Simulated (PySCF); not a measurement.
Identify the unknown among the candidates.

All candidates are C6H9ClO.

| technique | computed result |
| --- | --- |
| Triplet | lowest triplet excitation (Tamm–Dancoff): 3.53 eV [TDA PBE0/def2-SVPD] |
| NMR, other nuclei | isotropic shieldings of nuclei other than C and H, by class: -230 (1 O), 444 (1 Cl) ppm [GIAO PBE0/pcSseg-1] |
| Rotational structure | rotational constants A, B, C: 4.160, 0.757, 0.727 GHz [GFN2-xTB] |
| Dipole | 3.68 D [PBE0/def2-SVPD] |
| 13C NMR | chemical shifts (computed TMS as zero) by class: 176.7 (1 C), 174.6 (1 C), 129.1 (1 C), 33.0 (1 C), 23.7 (2 C) ppm [GIAO PBE0/pcSseg-1] |
| 1H NMR | chemical shifts (computed TMS as zero) by class: 6.58 (1 H), 6.17 (1 H), 4.00 (1 H), 1.04 (6 H) ppm [GIAO PBE0/pcSseg-1] |
| Polarisability | 94.2 au [PBE0/def2-SVPD] |
| UV, strongest line | among the 8 lowest singlet transitions: S3 at 5.61 eV (221 nm, f = 0.331) [TDDFT PBE0/def2-SVPD] |

Electronic properties: PySCF, gas phase, density fitting. Levels stand in brackets. Geometry: GFN2-xTB, one conformer, isolated molecule. Each NMR value is the plain mean over a class of atoms that symmetry, rotation or inversion makes alike.

Task: Which candidate is it?
A. `ClC[C@@H]1CC[C@H]2O[C@@H]12`
B. `CC/C=C(\C)C(=O)Cl`
C. `CC(C)/C=C\C(=O)Cl`

Result: C. It is `CC(C)/C=C\C(=O)Cl`. Numbering: `[CH3:1][CH:2]([CH3:3])/[CH:4]=[CH:5]\[C:6](=[O:7])[Cl:8]`. Its formula, C6H9ClO, gives 2 degrees of unsaturation: 0 rings and 2 π bonds in the structure found. 6 carbons fall into 5 classes; from least to most shielded: alkene CH carbon [C4] (176.7 ppm), acyl halide carbon [C6] (174.6 ppm), alkene CH carbon [C5] (129.1 ppm), allylic carbon [C2] (33.0 ppm), methyl carbon [C1/C3] (23.7 ppm, 2 C). Hydrogen classes from least to most shielded: 1 H on an alkene CH carbon, C4 (6.58 ppm), 1 H on an alkene CH carbon, C5 (6.17 ppm), 1 H on an allylic carbon, C2 (4.00 ppm), 6 H on 2 methyl carbons, C1/C3 (1.04 ppm). The other shieldings belong to: -230 ppm, carbonyl oxygen [O7]; 444 ppm, chlorine bonded to C [Cl8]. The optimised geometry has point group C1 and is an asymmetric top.

The others, at the same levels:
- `ClC[C@@H]1CC[C@H]2O[C@@H]12` fails: it has 6 carbon classes against 5; its computed 13C shifts are 55.8 (1 C), 53.7 (1 C), 49.6 (1 C), 46.8 (1 C), 27.6 (1 C), 24.5 (1 C) ppm, 1H shifts are 3.46 (1 H), 3.06 (1 H), 2.93 (1 H), 2.72 (1 H), 2.32 (1 H), 1.96 (1 H), 1.82 (1 H), 1.59 (1 H), 1.36 (1 H) ppm and lowest triplet excitation (Tamm–Dancoff) is 6.63 eV (against 3.53 eV).
- `CC/C=C(\C)C(=O)Cl` fails: it has 6 carbon classes against 5; its computed 13C shifts are 176.4 (1 C), 168.3 (1 C), 135.6 (1 C), 28.8 (1 C), 14.9 (1 C), 13.7 (1 C) ppm, 1H shifts are 7.74 (1 H), 2.40 (2 H), 2.00 (3 H), 1.19 (3 H) ppm and rotational constant A is 2.516 GHz (against 4.160 GHz).

Each candidate is one conformer, not necessarily the lowest. Dipoles, sizes and rotational constants follow the conformer. The torsions of the flexible species, by atom-mapped SMILES:
- `[CH3:1][CH:2]([CH3:3])/[CH:4]=[CH:5]\[C:6](=[O:7])[Cl:8]`: C1–C2–C4–C5 134°, C4–C5–C6–O7 9°
- `[CH3:1][CH2:2]/[CH:3]=[C:4](\[CH3:5])[C:6](=[O:7])[Cl:8]`: C1–C2–C3–C4 -131°, C3–C4–C6–O7 180°

The conformers of `ClC[C@@H]1CC[C@H]2O[C@@H]12` aren't listed.
